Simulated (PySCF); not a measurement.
# [Zr(Br)4] (charge 0, multiplicity 1)

All values below come from PBE-D3(BJ)/def2-TZVP // PBE-D3(BJ)/def2-SVP (PySCF).

```
Item                                                                     Value
-------------------------------------  ---------------------------------------
HOMO                                                                  -7.66 eV
dipole moment                                                           0.00 D
HOMO–LUMO gap                                                          4.03 eV
LUMO                                                                  -3.63 eV
charge on the central atom (Mulliken)                                   1.14 e
total energy                                                    -10342.4775 Ha
cost                                   about 2.9 core-minutes (a rough figure)
```

```xyz
5

Zr     0.0000     0.0000     0.0000
Br    -2.1887     1.1651    -0.1079
Br     1.5878     1.3457     1.3518
Br     0.9007    -0.2828    -2.2953
Br    -0.2998    -2.2281     1.0514
```
Charge 0, spin multiplicity 1.
